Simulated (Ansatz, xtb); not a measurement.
# Ranking isomers of C4H4OSe

4 gas-phase structures of C4H4OSe, from a drawn sample of its isomers (lower ones may exist). Each was relaxed with GFN2-xTB:

A. `O=C1C=C[Se]C1`, a singlet
B. `C#CC(=O)C[SeH]`, a singlet
C. `Oc1ccc[se]1`, a singlet
D. `C=C1OC=C[Se]1`, a singlet

Problem. Make a reasoned guess at their ranking by r2SCAN-D4/def2-SVP single-point energy.

Solution. Calculated order at r2SCAN-D4/def2-SVP: A (0.0), C (7.0), D (25.5), B (50.1) kcal/mol.

Energies above the lowest of each column, in kcal/mol; the last columns are at B3LYP-D3(BJ)/def2-SVP geometries and were run for some of them only (a dash: not run or not comparable):

```
structure  GFN2-xTB  HF/STO-3G  r2SCAN-D4/def2-SVP  B3LYP-D3(BJ)/def2-SVP  CCSD(T)/def2-SVP + ΔMP2/def2-TZVPP
        A       0.0        0.0                 0.0                    0.0                                 0.0
        C       0.7        7.2                 7.0                    7.5                                 5.1
        D       9.8       15.4                25.5                   24.4                                23.8
        B      42.0       60.8                50.1                      –                                   –
```

Every level run on A puts it lowest or level with the lowest. Flexible structures stand in one conformer each, not always the lowest. Frequencies (GFN2-xTB) were run for A, C, D alone. ΔMP2 is the change of the MP2 energy from the smaller to the larger basis.

Over these structures GFN2-xTB departs from r2SCAN-D4/def2-SVP by 4.4 kcal/mol on average once a common shift is removed. A GFN2-xTB relaxation took about 0.045 s and the r2SCAN-D4/def2-SVP energy about 0.87 s on a shared host (Ansatz 0.2.0, xtb 6.7.1).
